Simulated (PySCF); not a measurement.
## Working out the ionisation energy of Sn

Sn [Kr] 4d10 5s2 5p2 (3P) → Sn⁺ [Kr] 4d10 5s2 5p1 (2P). Calculation: PySCF 2.14, in aug-cc-pwCVTZ-DK3 (10s9p7d4f1g, 109 functions); scalar relativity by spin-free X2C-1e. Frozen: [Ar] 3d10. Energies in hartree (1 hartree = 27.21139 eV):

```csv
part,Sn (lower),Sn⁺ (upper)
UHF,-6173.538886,-6173.287229
MP2 opposite-spin,-0.480613,-0.473321
MP2 same-spin,-0.251245,-0.242854
```

**Question.** What does Hartree-Fock give?

**Answer.** (-6173.287229) − (-6173.538886) = 0.251657 hartree = 6.848 eV.

**Question.** What do MP2 and SCS-MP2 (6/5 opposite-spin, 1/3 same-spin) give?

**Answer.** The opposite-spin parts differ by 0.198 eV and the same-spin parts by 0.228 eV. MP2: 6.848 + (0.198) + (0.228) = 7.274 eV. SCS-MP2: 6.848 + 1.2 × (0.198) + (0.228)/3 = 7.162 eV.

Measured between the centres of the two terms (NIST): 7.389 eV, so MP2 (valence and next inner shell) is off by -0.115 eV.

What remains against the reference includes basis incompleteness, the frozen core and correlation beyond second order.
